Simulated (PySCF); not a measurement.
AlBi from Hartree–Fock to correlated methods

State: ³Σ⁻ (triplet), unpaired electrons π ↑↑. Set-up: basis Al def2-SVPD, Bi def2-SVPD with ECP60; scalar-relativistic core potentials; PySCF 2.14. De refers to Al + Bi in their high-spin ground configurations, without counterpoise correction. The functionals are run spin-unrestricted. A positive dipole means Al(−)Bi(+).

```
      Level  Re (Å)  ωe (cm⁻¹)  De (eV)  μ (D)
        UHF   2.858        227     0.61  -0.93
    UHF-MP2   2.832        240     1.31    n/a
UHF-SCS-MP2   2.844        237     1.26    n/a
   UHF-CCSD   2.849        229     1.27    n/a
UHF-CCSD(T)   2.851        228     1.35    n/a
        PBE   2.853        231     1.91  -0.32
     PBEsol   2.831        237     2.05  -0.29
       PW91   2.850        232     1.93  -0.35
     r²SCAN   2.836        236     1.71  -0.30
      TPSSh   2.837        235     1.75  -0.23
       PBE0   2.827        239     1.75  -0.42
  CAM-B3LYP   2.816        241     1.70  -0.75
```

The bond length runs from 2.816 Å (CAM-B3LYP) to 2.858 Å (UHF). De spans 0.61 eV (UHF, mean field) to 2.05 eV (PBEsol, GGA). Correlation at CCSD(T) changes the Hartree–Fock bond energy by +0.74 eV; the triples alone change it by +0.08 eV.

Correlated steps freeze 9 core orbitals. Correlated levels converge slowly with the basis: in double zeta they bind strong bonds too weakly, by up to about 1 eV, and carry superposition errors of some tenths. These are scalar-relativistic numbers at best; spin–orbit coupling would shift them, the dissociation energy most. The state was picked by a PBE0 search and need not be the measured ground state.
